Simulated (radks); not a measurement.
Values are calculated unless marked as measured or tabulated.
Isoelectronic series with 58 electrons, each ion in its NIST ground configuration. Level of theory: Dirac Kohn-Sham, PBE, spin-unpolarised, spherical densities, finite nucleus; open shells are shared between the two j in proportion to 2j + 1; Fermi nuclear charge, rms radius of each element as measured or else 0.836 A^(1/3) + 0.57 fm (a radial shooting solver on a logarithmic mesh with Libxc functionals). Total energies (hartree) and mean radii <r> (bohr) (* marks an orbital that is empty in some or all of the ions):

ion            configuration  E (hartree)  5d5/2*  5d3/2*
Ce          [Xe] 4f1 5d1 6s2   -8864.7626   2.984   2.911
Pr+             [Xe] 4f3 6s1   -9241.9311   2.928   2.870
Nd2+                [Xe] 4f4   -9628.7400   2.622   2.580
Pm3+                [Xe] 4f4  -10025.0638   2.252   2.220
Sm4+                [Xe] 4f4  -10430.7789   2.011   1.984
Eu5+   [Kr] 4d10 4f5 5s2 5p5  -10845.5976   1.870   1.846
Gd6+   [Kr] 4d10 4f6 5s2 5p4  -11270.1897   1.758   1.736
Tb7+   [Kr] 4d10 4f7 5s2 5p3  -11704.7104   1.665   1.645
Dy8+   [Kr] 4d10 4f8 5s2 5p2  -12149.1389   1.585   1.567
Ho9+   [Kr] 4d10 4f9 5s2 5p1  -12603.7335   1.516   1.498
Er10+     [Kr] 4d10 4f10 5s2  -13068.5198   1.454   1.436
Tm11+     [Kr] 4d10 4f10 5s2  -13543.5863   1.380   1.364
Yb12+     [Kr] 4d10 4f10 5s2  -14028.6859   1.315   1.299
Lu13+     [Kr] 4d10 4f10 5s2  -14523.9645   1.256   1.241
Hf14+     [Kr] 4d10 4f11 5s1  -15029.0138   1.215   1.199
